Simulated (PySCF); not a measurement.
C₅H₁₁NSi, SMILES C(C[Si](C)(C)C)#N (GFN2-xTB optimised geometry):

```
18

C      1.166     0.863    -1.574
Si     0.580    -0.033     0.000
C      1.135    -1.857     0.005
C      1.164     0.871     1.570
C     -1.357    -0.033     0.000
C     -1.854     1.303     0.000
N     -2.218     2.389     0.001
H      2.248     0.962    -1.593
H      0.743     1.862    -1.629
H      0.870     0.331    -2.474
H      2.218    -1.926     0.011
H      0.780    -2.389    -0.872
H      0.771    -2.386     0.880
H      2.246     0.961     1.596
H      0.749     1.874     1.615
H      0.858     0.349     2.472
H     -1.739    -0.546     0.883
H     -1.739    -0.547    -0.882
```

Calculation: PBE/def2-SVP in PySCF 2.14.0.

What are the frontier orbital energies and the dipole moment?

HOMO-2 -7.52 eV, HOMO-1 -7.46 eV, HOMO -6.97 eV, LUMO 0.25 eV, LUMO+1 0.33 eV; dipole moment 4.12 D.

Meta-Löwdin charges at PBE/def2-SVP: C1 -0.55, Si2 0.87, C3 -0.55, C4 -0.55, C5 -0.44, C6 0.09, N7 -0.24, H8 0.12, H9 0.13, H10 0.12, H11 0.12, H12 0.12, H13 0.12, H14 0.12, H15 0.13, H16 0.12, H17 0.14, H18 0.14.
